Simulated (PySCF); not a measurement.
## Vertical excitation energies

Cyclo-(SbH)6.
Cartesian coordinates in Å at the PBE0-D3(BJ)/def2-SVP level; atoms count from 1:
```
atom  x, y, z in Å
Sb1    0.7951    2.0980   -1.3367
Sb2   -1.5658    2.4553    0.2273
Sb3   -2.9064   -0.0617    0.2261
Sb4   -1.0974   -1.9418    1.3813
Sb5    0.8718   -1.9550   -0.6697
Sb6    2.1939    0.3122    0.3773
H7     0.0591    0.8612   -2.2771
H8    -0.7687    2.1293    1.7138
H9    -2.4291   -0.4165   -1.3858
H10   -0.3283   -0.7237    2.3197
H11    1.8305   -3.0446    0.2661
H12    3.4607    0.2045   -0.7911
```

Level of theory: PySCF 2.14.0, density-fitted response routines, TDDFT CAM-B3LYP/def2-SVPD, vertical, gas phase, core orbitals frozen in the response, def2 core potentials past Kr. Spin–orbit coupling is left out.

Question: List the vertical singlet excitations with oscillator strengths and describe the spectrum.

Answer: 

```csv
state,E (eV),ν̃ (cm⁻¹),f,"main configurations (H = HOMO, L = LUMO)"
S1,3.61,29140,0.039,H→L (89%)
S2,3.74,30170,0.043,H-1→L (90%)
S3,3.87,31180,0.0065,"H→L+1 (48%), H→L+3 (38%)"
S4,3.89,31360,0.050,H→L+2 (84%)
S5,4.00,32230,0.0092,"H→L+4 (58%), H-1→L+3 (18%)"
S6,4.19,33800,0.052,"H→L+3 (39%), H→L+1 (36%), H-1→L+4 (14%)"
S7,4.22,34000,0.036,"H-1→L+1 (51%), H-1→L+3 (23%)"
S8,4.33,34900,0.041,"H-1→L+3 (34%), H→L+4 (28%), H-1→L+1 (15%)"
S9,4.33,34950,0.0072,"H-2→L+1 (51%), H-2→L+3 (29%)"
S10,4.35,35080,0.0026,"H-1→L+4 (50%), H-1→L+2 (9%)"
```

Triplets, Tamm–Dancoff:

```csv
state,E (eV),λ (nm),"main configurations (H = HOMO, L = LUMO)"
T1,2.96,419.3,"H→L (71%), H-4→L (8%)"
T2,3.14,394.9,H-1→L (73%)
T3,3.28,377.7,"H-1→L+1 (16%), H→L+4 (12%), H→L+1 (10%)"
T4,3.29,377.2,"H→L+1 (30%), H→L+3 (18%), H-3→L+4 (12%)"
```

The lowest singlet lies at 3.61 eV (343 nm, ultraviolet) and is of moderate strength; its leading configuration is HOMO→LUMO (89%). The largest oscillator strength of a single state is 0.052. S8/S9 lie within about 0.01 eV of each other. Löwdin shares by element: HOMO antimony 66% or more (atoms not listed hold the other 34%); LUMO antimony 79% or more (atoms not listed hold the other 21%). Of the 10 states listed, 6 reach f = 0.01 and none stays under 0.0005. Orbital energies (eV): HOMO-3 -8.11, HOMO-2 -7.73, HOMO-1 -7.41, HOMO -7.12, LUMO -1.05, LUMO+1 -0.69, LUMO+2 -0.68. No computed singlet lies in the visible range (380 to 750 nm); the lowest, at 343 nm, stands 0.35 eV above its violet end (3.26 eV); a Tamm–Dancoff triplet lies at 419 nm, without intensity as long as spin–orbit coupling is left out. The vertical ionisation energy (ΔSCF) is 7.66 eV, 3.31 eV above S10. Singlets were solved by full linear response, triplets in the Tamm–Dancoff approximation.

One conformer stands for the species.
